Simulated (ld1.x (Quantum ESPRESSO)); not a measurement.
# Hg: excitation energies, all-electron against TM

| Item | Value |
| --- | --- |
| Element | mercury (Hg) |
| Generator | ld1.x (Quantum ESPRESSO) 7.5 |
| Type | norm-conserving Troullier–Martins (Kleinman–Bylander form) |
| Functional | PBEsol |
| Relativity | scalar-relativistic |
| Frozen core | [Xe] 4f14 5d10 |
| Valence charge | 2 |
| Reference configuration | 6s2 6p0 |
| Partial waves | 6p (bound, empty): rc 3.40 bohr; 6d channel at 0.3 Ry: rc 3.40 bohr; 6s (bound): rc 1.80 bohr |
| Local potential | the s channel |
| Core correction | a·sin(br)/r model core, default radius (core density twice the valence density) |

Energies are relative to the spin-unpolarised reference configuration 6s2 6p0; without spin polarisation the order of configurations can differ from experiment.

```csv
valence configuration,charge,ΔE all-electron (eV),error AE − PS (meV)
6s1 6p0,+1,10.740,-246
6s1.5 6p0,+0.5,4.382,-55
6s1 6p1,0,6.128,-71
6s0 6p1,+1,18.248,-499
```

Problem. What are ΔE and the potential's error for 6s0 6p2?

Solution. ΔE = 12.711 eV all-electron; the error (AE − PS) is -256 meV.

Levels in the configuration 6s0 6p1:

```tsv
level	all-electron (eV)	pseudo (eV)
6p	-8.372	-8.786
```

Note: ghost state, extra bound levels that the all-electron valence spectrum of the same l lacks: d at -570.0 eV. A true bound ghost makes a file unfit for plane-wave use.
